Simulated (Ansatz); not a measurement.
Reaction (β-hydride elimination): `CC[SiH2]CS` → `[SiH3]CS` + ethylene

Gas-phase electronic energies from Ansatz, PBE0-D4/def2-TZVP geometries. CCSD(T)/CBS is the MP2 limit (def2-TZVPP, def2-QZVPP) plus CCSD(T) − MP2 in def2-TZVPP, frozen cores. This one scheme is used for every species. DFT in def2-TZVPP. B3LYP here is the variant with VWN-RPA as its local correlation; programs differ in this. One conformer a species, not always the lowest.

```
             level  ΔE (kJ/mol)  difference from CCSD(T)/CBS
            PBE-D4        148.7                          8.6
         r2SCAN-D4        149.7                          9.6
           PBE0-D4        158.4                         18.3
          B3LYP-D4        134.1                         -6.0
           ωB97X-V        150.9                         10.8
            B2PLYP        127.7                        -12.4
              PBE0        147.3                          7.2
    MP2/def2-TZVPP        151.0                         10.9
   CCSD/def2-TZVPP        135.9                         -4.2
CCSD(T)/def2-TZVPP        137.8                         -2.3
     HF/def2-QZVPP        103.9                        -36.2
    MP2/def2-QZVPP        152.1                         12.0
SCS-MP2/def2-QZVPP        137.4                         -2.7
      HF/CBS(def2)        103.8                        -36.3
     MP2/CBS(def2)        153.3                         13.2
    CCSD/CBS(def2)        138.2                         -1.9
       CCSD(T)/CBS        140.1                            0
```

Largest T1 diagnostic among the species: 0.011.

The D4 term adds +19.5 kJ/mol with B3LYP and +11.1 kJ/mol with PBE0; it sums over pairs of atoms, weighted by their polarisabilities, and B3LYP, whose exchange is more repulsive, gets the larger term. In def2-TZVPP, CCSD(T) changes the Hartree–Fock value by +33.2 kJ/mol (the triples alone add +1.9 kJ/mol) and MP2 by +46.5 kJ/mol. From PBE to PBE0 (25 % exact exchange), in def2-TZVPP and without D4, ΔE moves by +11.1 kJ/mol.
